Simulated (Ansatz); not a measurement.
System: C7H13, charge 0, multiplicity 2. It need not be the lowest isomer of its formula. SMILES: C[C@@H]1C[CH][C@H](C)C1
Structure (B3LYP-D3(BJ)/def2-TZVP (Ansatz, a first-principles code) minimum search):
```
C
H 1 1.0915
H 1 1.0960 2 107.46
C 1 1.5354 2 112.96 3 120.58
H 4 1.0959 1 107.85 2 47.20
C 4 1.5210 5 108.73 1 124.85
H 6 1.0923 4 111.38 5 -59.83
H 6 1.0924 7 107.72 4 -122.40
H 6 1.0934 7 107.80 8 -116.05
C 1 1.5411 2 113.02 3 -120.43
H 10 1.1034 1 108.12 2 -38.51
C 10 1.4963 11 109.26 1 110.97
H 12 1.0817 10 123.64 11 77.06
C 12 1.4902 13 124.47 10 179.44
H 14 1.0954 12 113.69 13 -45.89
H 14 1.1023 15 105.61 12 -122.31
C 10 1.5288 11 107.27 12 125.06
H 17 1.0919 10 111.16 11 -60.93
H 17 1.0923 18 107.93 10 121.45
H 17 1.0925 18 107.84 19 116.65
```
Charge 0, spin multiplicity 2.

Quantity: atomisation energy (electronic, to ground-state atoms), in kcal/mol. Valence correlation only, unless marked. UHF or UKS for open shells. No spin-orbit coupling. No relativistic terms. The coupled-cluster limit lacks core correlation, which all-electron functionals hold. CBS(X,Y): correlation extrapolated as X^-3; Hartree-Fock from the larger set. The bracket is a focal-point correction in the basis named.

```
level                                                     program  atomisation energy (kcal/mol)
-------------------------------------------------  --------------  -----------------------------
PBE-D4/def2-TZVPD                                  Ansatz + dftd4                            [?]
r2SCAN-D4/def2-TZVPD                               Ansatz + dftd4                            [?]
B3LYP-D3(BJ)/def2-TZVPD                            Ansatz + dftd3                         1953.5
B2GP-PLYP-D3(BJ)/def2-TZVPD                        Ansatz + dftd3                         1930.5
CCSD/6-31G                                                 Ansatz                         1703.8
RI-MP2/CBS(cc-pVTZ,cc-pVQZ)+[CCSD(T)-MP2]/cc-pVTZ          Ansatz                            [?]
```

**Question.** Fill in the missing entries.

**Answer.** 
- PBE-D4/def2-TZVPD, atomisation energy (kcal/mol): 1993.4
- r2SCAN-D4/def2-TZVPD, atomisation energy (kcal/mol): 1960.0
- RI-MP2/CBS(cc-pVTZ,cc-pVQZ)+[CCSD(T)-MP2]/cc-pVTZ, atomisation energy (kcal/mol): 1950.5
